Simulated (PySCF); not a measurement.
**[C7H6N2]+: g tensor and hyperfine couplings**

Species: C7H6N2 (charge +1 and doublet state).
Geometry (GFN2-xTB, Å), atoms numbered from 1 in this order:
```
atom  x, y, z in Å
N1     4.1024   -0.0145   -0.2036
C2     2.9563   -0.0078   -0.1490
C3     1.5504   -0.0016   -0.0802
C4     0.8014   -0.8292   -0.9493
C5    -0.5624   -0.8272   -0.8847
C6    -1.2389    0.0046    0.0595
N7    -2.5611    0.0014    0.1318
C8    -0.4677    0.8379    0.9267
C9     0.8958    0.8310    0.8575
H10    1.3212   -1.4572   -1.6573
H11   -1.1440   -1.4532   -1.5448
H12   -3.0499    0.5847    0.7991
H13   -3.1169   -0.5877   -0.4755
H14   -0.9778    1.4714    1.6370
H15    1.4867    1.4553    1.5109
```

The hyperfine couplings belong to this conformer and change with its torsions.

Identity: `N#Cc1ccc([NH2+])cc1` [radical] (charge +1).

Theory: UKS B3LYP, pcH-1 on C H N, non-relativistic, mean-field spin-orbit, GIAO in PySCF 2.14.0. Isolated species at its GFN2-xTB geometry, gas phase. The geometry wasn't refined by DFT: couplings that depend on bond lengths, twists or pyramidal angles can differ widely from those at the functional's own minimum, by a factor of two or more for some ions and for spin on atoms past the first row. Stability of the SCF solution: not tested. ⟨S²⟩ is 0.773 where a pure state has 0.75.

| Property | Result |
| --- | --- |
| g1, g2, g3 | 2.00216, 2.00320, 2.00390 |
| g_iso | 2.00308 |
| Form of g | rhombic: the two nearest values differ by 40 % of g3 − g1 |
| ⟨S²⟩ | 0.7731 (exact 0.7500) |
| α and β electrons | 31, 30 |
| Total energy | -379.58292 Eh |
| Basis functions | 285 |

Hyperfine couplings atom by atom, in MHz; T1 to T3 are the principal values of the dipolar part:

```csv
atom,isotope,a_iso,T1,T2,T3,Mulliken spin population
N1,14N,4.4,-10.2,-7.9,18.1,0.21
C2,13C,-28.7,-9.4,-1.5,10.9,-0.11
C3,13C,33.4,-30.6,-29.3,59.9,0.37
C4,13C,-20.5,-11.6,5.3,6.3,-0.11
C5,13C,13.5,-15.8,-14.6,30.4,0.19
C6,13C,-15.0,-8.4,-6.1,14.5,0.07
N7,14N,14.3,-16.4,-16.4,32.8,0.32
C8,13C,13.6,-15.8,-14.6,30.4,0.19
C9,13C,-20.5,-11.7,5.3,6.3,-0.11
H10,1H,4.5,-2.6,-0.4,3.0,0.00
H11,1H,-13.6,-6.8,-2.4,9.2,-0.01
H12,1H,-25.5,-18.0,-5.2,23.2,-0.01
H13,1H,-25.5,-18.0,-5.2,23.2,-0.01
H14,1H,-13.6,-6.8,-2.4,9.2,-0.01
H15,1H,4.6,-2.6,-0.4,3.0,0.00
```

The Mulliken spin populations are largest on C3 (+0.37), N7 (+0.32), N1 (+0.21) and C8 (+0.19). Five atoms exceed +0.15.

The SMILES `N#Cc1ccc([NH2+])cc1` draws the unpaired electron on N7, whose computed spin population is only +0.32.

Axes: g1 is normal to the molecular plane and g2 points within 1° of the C2–C3 bond.

Under fast tumbling the dipolar parts average out, and these isotropic splittings remain: 2 × 1H (H12/H13, I = 1/2, 3 lines) with 0.91 mT, 1 × 14N (N7, I = 1, 3 lines) with 0.51 mT, 2 × 1H (H11/H14, I = 1/2, 3 lines) with 0.48 mT, 2 × 1H (H10/H15, I = 1/2, 3 lines) with 0.16 mT and 1 × 14N (N1, I = 1, 3 lines) with 0.16 mT.

The 13C coupling of C3 (33.4 MHz) shows only in satellite lines or after enrichment, since that isotope makes up about 1.07 % of natural carbon.

β density exceeds α density at some nuclei, such as C2 (-0.0255), C4/C9 (-0.0182) and C6 (-0.0134), spin density in bohr⁻³. In a single determinant that takes different orbitals for the two spins, that is spin polarisation.
